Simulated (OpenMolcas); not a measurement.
Ag5+ (d6) among equal point charges was computed by CASSCF with the d shell active (OpenMolcas, ANO-RCC-VDZP on the metal). Its lowest spin-free states, and all those of the highest spin:

| 2S+1 | Degeneracy | E (cm-1) |
| --- | --- | --- |
| 5 | 2 | 0.0 |
| 5 | 1 | 2083 |
| 5 | 2 | 4427 |
| 3 | 2 | 22000 |
| 3 | 1 | 22200 |
| 3 | 1 | 23100 |
| 3 | 2 | 23344 |
| 3 | 1 | 24183 |
| 3 | 2 | 24830 |
| 3 | 2 | 25697 |
| 3 | 1 | 26773 |
| 3 | 2 | 27389 |

Q: Is the site octahedral, tetrahedral or cube-like, axial, or of lower symmetry?

A: The states with 2S+1 = 5 have orbital degeneracies 2, 1, 2. There are pairs but no triples, so the site is axial: not cubic, but with a proper or improper axis of order three or more. The run had Ag5+ among 6 point charges of -1.7 e arranged as a trigonal antiprism (D3d), 2.09 Å from the ion, with a polar angle of 51.5° against the regular 54.74°.

An orbital doublet at a regular site is open to a Jahn-Teller distortion, which this geometry leaves out. Without dynamic correlation the repulsion within the d shell is too large (B by tens of per cent), so at a given field states of lower spin stand too high. Point charges give a weaker field than real ligands, and real ions of this kind are as a rule low spin; the high spin found here belongs to the model. The ground term spreads over less than 5000 cm-1, several times less than with real ligands, so orbital moments are less quenched and χT lies further from the spin-only value than at real sites. Point charges carry no covalency, so the field is a model and not that of real ligands. No measured value stands beside these numbers.
